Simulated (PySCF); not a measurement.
C2H6ClNSi2, SMILES N[SiH2]C#C[SiH2]Cl.

Geometry: PBE-D3(BJ)/def2-SVP. The structure was generated by enumeration, and PubChem lists no compound with its InChIKey, so it may never have been made. The values are those of a single conformer.

Computed with PBE-D3(BJ)/def2-SVP (PySCF 2.14.0).

Frequencies are harmonic and unscaled.

A small imaginary wavenumber (i) marks a very flat motion, where grid noise or a shallow saddle decides the sign.

Computed harmonic wavenumbers and intensities:
```csv
mode,ν (cm⁻¹),IR (km/mol),moving atoms (share of kinetic energy)
1,5i,2.9,"Si 33 %, H 32 %, N 21 %, Cl 12 %"
2,45,1.3,"Cl 39 %, N 30 %, C 19 %, H 8 %"
3,97,0.0,"C 58 %, H 29 %, Si 12 %"
4,137,0.2,"Si 30 %, C 20 %, N 19 %, Cl 18 %, H 12 %"
5,212,21.3,"H 87 %, C 9 %"
6,256,16.8,"C 56 %, Cl 12 %, Si 12 %, N 11 %, H 9 %"
7,296,0.8,"C 68 %, H 32 %"
8,402,34.3,"C 38 %, Si 37 %, H 21 %"
9,413,13.0,"C 49 %, Si 41 %"
10,483,244.4,"H 57 %, N 28 %, Si 11 %"
11,535,45.0,"H 73 %, Si 14 %, C 12 %"
12,540,52.0,"Si 51 %, Cl 41 %"
13,588,37.6,"H 70 %, Si 18 %, C 11 %"
14,695,3.3,H 93 %
15,743,8.1,H 91 %
16,783,232.4,"C 65 %, Si 25 %"
17,829,110.7,"N 38 %, H 34 %, Si 23 %"
18,837,459.5,H 89 %
19,876,195.9,"H 79 %, Si 18 %"
20,882,53.3,"H 84 %, Si 11 %"
21,895,33.7,"H 80 %, N 15 %"
22,913,76.6,H 95 %
23,1501,28.7,"H 90 %, N 10 %"
24,2143,11.1,C 98 %
25,2185,94.2,H 98 %
26,2190,82.5,H 97 %
27,2190,89.1,H 96 %
28,2194,97.4,H 95 %
29,3476,25.9,H 96 %
30,3569,26.8,"H 91 %, N 9 %"
```
